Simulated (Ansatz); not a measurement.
Reaction (ligand exchange at the Hf–O bond): `[OH][Hf]([OH])([Cl])[Cl]` + H₂Se → `[OH][Hf]([Cl])([Cl])[SeH]` + H₂O

Computed with Ansatz on PBE0-D4/def2-TZVP structures; ΔE is electronic, products minus reactants. CBS: MP2 limit from def2 TZ/QZ plus the TZ coupled-cluster correction, frozen cores. This one scheme is used for every species. DFT in def2-TZVPP. B3LYP here is the variant with VWN-RPA as its local correlation; programs differ in this. def2 core potentials past Kr. For Hf, Se outer-core shells are correlated without core-valence functions, which leaves a few kJ/mol of doubt a bond. Scalar relativity is left out up to krypton. One conformer a species, not always the lowest.

`[OH][Hf]([OH])([Cl])[Cl]`:

Z-matrix (Å, degrees):
```
Hf
O 1 1.896
Cl 1 2.357 2 108.9
O 1 1.897 2 110.9 3 119.9
Cl 1 2.357 2 108.9 3 -120.3
H 2 0.952 1 171.3 3 -121.2
H 4 0.952 1 171.0 2 -1.1
```

H₂Se:

```xyz
3

Se   -0.029    0.340   -0.593
H    -0.374    0.667    0.794
H     0.403   -1.006   -0.201
```

`[OH][Hf]([Cl])([Cl])[SeH]`:

Cartesian coordinates in Å:
```
O -0.412 0.536 -1.364
Hf -0.330 0.140 0.477
Cl -0.119 2.095 1.744
Cl -2.251 -1.000 1.173
Se 1.740 -1.350 0.828
H -0.628 0.845 -2.239
H 1.999 -1.266 -0.619
```

H₂O:

Z-matrix (Å, degrees):
```
O
H 1 0.960
H 1 0.960 2 105.1
```

Is it downhill or uphill in electronic energy at CCSD(T)/CBS, and by how much? (Estimate.)

Ansatz gave: Uphill: ΔE = +31.0 kJ/mol.

What do these levels give: PBE-D4, B2PLYP, B3LYP, HF/def2-TZVPP, MP2/def2-TZVPP, MP2/CBS(def2)? (An estimate is asked.)

Computed: PBE-D4 31.9, B2PLYP 40.6, B3LYP 46.0, HF/def2-TZVPP 49.6, MP2/def2-TZVPP 28.3, MP2/CBS(def2) 24.7 kJ/mol.

Largest T1 diagnostic among the species: 0.014.

The D4 term adds −5.2 kJ/mol with B3LYP and −3.0 kJ/mol with PBE0; it sums over pairs of atoms, weighted by their polarisabilities, and B3LYP, whose exchange is more repulsive, gets the larger term. In def2-TZVPP, CCSD(T) changes the Hartree–Fock value by −15.0 kJ/mol (the triples alone add −4.2 kJ/mol) and MP2 by −21.3 kJ/mol.
